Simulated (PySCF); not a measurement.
C5H7FO2 (SMILES C=C(F)C(=O)OCC), singlet, at a GFN2-xTB geometry. Base run: DF-B3LYP/STO-3G (PySCF).

PySCF was given this input:
```python
from pyscf import gto, scf, dft

mol = gto.M(
    atom='''
C     2.814844    0.102142    0.207292
C     1.576032    0.338249   -0.196390
F     1.317696    1.206130   -1.190655
C     0.374599   -0.317866    0.396068
O     0.439453   -1.119796    1.294962
O    -0.747443    0.086747   -0.181632
C    -1.961912   -0.481663    0.311838
C    -3.117084    0.107091   -0.474346
H     2.979968   -0.598267    1.004756
H     3.660180    0.592267   -0.241223
H    -1.910897   -1.570449    0.198518
H    -2.045671   -0.255972    1.380926
H    -3.139568    1.186683   -0.354157
H    -3.005464   -0.121264   -1.530691
H    -4.052767   -0.311495   -0.115657
''',
    basis='sto-3g',
    charge=0,
    spin=0,
    verbose=3,
)

mf = dft.RKS(mol)
mf.xc = 'b3lyp'
mf = mf.density_fit(auxbasis='def2-universal-jkfit')
mf.kernel()
```

All variants below ran on the same shared machine, one core each. Differences are taken from the largest basis of the Pople family in the series, which isn't the basis-set limit (6-311+G(2d,p): -7.823 eV). The cheapest run took very roughly 6 core-seconds.

| setting | basis functions | cost, times the cheapest (rough) | difference in HOMO energy (eV) |
|---|---|---|---|
| STO-3G | 47 | 1 | 3.720 |
| 3-21G | 86 | 2 | 0.507 |
| 6-31G* | 126 | 3 | 0.436 |
| 6-31G** | 147 | 4 | 0.432 |
| 6-311+G(2d,p) | 258 | 7 | reference |

Times come from a shared machine, hold the start-up and are rough.
